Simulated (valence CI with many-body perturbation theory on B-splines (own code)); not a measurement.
# Mo XXIX: magnetic and hyperfine properties of the levels

Computed by relativistic CI+MBPT: four valence electrons over a frozen Dirac-Fock core [Ne], radial functions for each j: 11 s, 11 p, 9 d, 7 f, 5 g, 2 h, 1 i, with the one-electron correlation potential Σ1, the two-electron term Σ2, the three-electron term Σ3, Breit, model QED; selected CI, second order for the rest (own B-spline code, finite nucleus).

The last digits are not significant, and no measured levels were compared; by estimate large intervals hold to a few tenths of a per cent, small ones and those within an open d or f shell to about a per cent.

A/g_I is the dipole constant over the nuclear g factor μ/I (μ in nuclear magnetons, uniformly magnetised nucleus), B/Q the quadrupole constant per barn. Both hold the static response of the core; the bare values leave it out. Large factors of s and p1/2 electrons are usually good to 5 to 10 %; those of open d and f shells near neutrality can be off by tens of per cent, and small factors of p3/2, d and f electrons come from cancelling terms and can be off by a factor of two or in sign, in half-filled shells by more. B is blank for J = 1/2, where it vanishes, and for nearly pure S terms. Energies count from the lowest level. Levels with J = 0 are left out.

Levels are named by their leading jj configuration (3d3/2^4 stands for four electrons in 3d with j = 3/2), which in mixed levels can hold well under half, so a name can repeat and another be missing. Letters in brackets count levels of one name in rising energy.

| Level | E (cm⁻¹) | g | A/g_I (MHz) | A/g_I bare | B/Q (MHz/b) | B/Q bare |
| --- | --- | --- | --- | --- | --- | --- |
| (3s^2 3p1/2 3p3/2) J=1 | 161710 | 1.498 | -4710 | -3590 | 26700 | 26100 |
| (3s^2 3p1/2 3p3/2) J=2 | 197000 | 1.238 | 60900 | 59600 | 27900 | 27200 |
| (3s^2 3p3/2^2) J=2 | 385450 | 1.255 | 31800 | 31500 | 25400 | 24800 |
| (3s 3p1/2^2 3p3/2) J=2 | 698550 | 1.815 | 141000 | 138000 | 20400 | 19900 |
| (3s 3p1/2^2 3p3/2) J=1 | 819850 | 0.812 | -70700 | -67700 | 42400 | 41400 |
| (3s 3p1/2 3p3/2^2) J=2 | 869320 | 1.378 | 97300 | 94800 | 46200 | 45100 |
| (3s 3p1/2 3p3/2^2) J=3 | 921610 | 1.327 | 122000 | 119000 | -7500 | -7230 |
| (3s^2 3p1/2 3d3/2) J=2 [a] | 979790 | 0.976 | 34200 | 34000 | -23500 | -22600 |
| (3s 3p1/2 3p3/2^2) J=1 [a] | 1018700 | 1.294 | 124000 | 121000 | -45200 | -44100 |
| (3s^2 3p1/2 3d3/2) J=2 [b] | 1068300 | 0.927 | 38500 | 37800 | 7160 | 7350 |
| (3s 3p1/2 3p3/2^2) J=1 [b] | 1117300 | 1.505 | 27000 | 27800 | 3360 | 3330 |
| (3s^2 3p1/2 3d5/2) J=3 | 1120900 | 1.099 | 34200 | 33800 | 27500 | 27600 |
| (3s 3p3/2^3) J=2 | 1145000 | 1.253 | 76900 | 74900 | -33700 | -32600 |
| (3s^2 3p1/2 3d3/2) J=1 | 1179500 | 0.860 | -26600 | -24700 | 11600 | 11500 |
| (3s^2 3p1/2 3d5/2) J=2 | 1190700 | 1.293 | 31900 | 31700 | 13800 | 13800 |
| (3s^2 3p3/2 3d5/2) J=4 | 1262400 | 1.247 | 14600 | 14900 | 65000 | 64300 |
| (3s^2 3p3/2 3d3/2) J=1 | 1296900 | 1.220 | -7560 | -6090 | -10200 | -10000 |
| (3s^2 3p3/2 3d3/2) J=2 | 1319900 | 1.059 | 11200 | 11700 | -10100 | -9760 |
| (3s^2 3p3/2 3d3/2) J=3 | 1331000 | 1.243 | 27600 | 27800 | 6430 | 6620 |
| (3s 3p3/2^3) J=1 | 1366600 | 1.317 | -34900 | -32200 | -20000 | -19600 |
| (3s^2 3p3/2 3d5/2) J=2 | 1386800 | 1.276 | 53900 | 53000 | -37600 | -36700 |
| (3s^2 3p3/2 3d5/2) J=3 | 1432700 | 1.068 | 18900 | 19000 | 40100 | 40000 |
| (3s^2 3p3/2 3d5/2) J=1 | 1484700 | 0.971 | -7640 | -6730 | 6640 | 6730 |
| (3s 3p1/2^2 3d3/2) J=1 | 1553400 | 0.228 | -95000 | -91600 | 2420 | 2670 |
| (3s 3p1/2^2 3d3/2) J=2 | 1556600 | 1.283 | 80800 | 79300 | 4320 | 4570 |
| (3p1/2^2 3p3/2^2) J=2 | 1594500 | 1.196 | 12900 | 13700 | 3350 | 3500 |
| (3s 3p1/2^2 3d5/2) J=3 | 1622900 | 1.357 | 68100 | 66900 | 21400 | 21600 |
| (3s 3p1/2 3p3/2 3d3/2) J=1 [a] | 1686500 | 1.322 | 78700 | 77400 | -24200 | -23800 |
| (3s 3p1/2 3p3/2 3d3/2) J=2 [a] | 1695400 | 1.131 | 48200 | 47500 | -27000 | -26400 |
| (3s 3p1/2 3p3/2 3d3/2) J=3 [a] | 1706100 | 1.273 | 82000 | 80300 | -22800 | -22100 |
| (3s 3p1/2 3p3/2 3d5/2) J=4 [a] | 1712400 | 1.360 | 61700 | 60800 | 32800 | 32800 |
| (3s 3p1/2 3p3/2 3d3/2) J=2 [b] | 1735600 | 0.934 | 11300 | 11600 | -11000 | -10500 |
| (3s 3p1/2 3p3/2 3d5/2) J=4 [b] | 1744000 | 1.354 | 85800 | 84100 | 21700 | 21400 |
| (3s 3p1/2 3p3/2 3d5/2) J=1 [a] | 1750400 | 1.476 | -8940 | -6770 | -18000 | -17600 |

(1) Take the isotope of mass number 95, with I = 5/2, μ = -0.9132 μN and Q = -0.022 b. What is the hyperfine structure of (3s 3p1/2 3p3/2^2) J=3?

Answers

(1) From the table A = -44700 MHz, B = 165 MHz. Shifts from the centre of gravity in MHz: F = 1/2: 447000, F = 3/2: 380000, F = 5/2: 268000, F = 7/2: 112000, F = 9/2: -89400, F = 11/2: -335000.
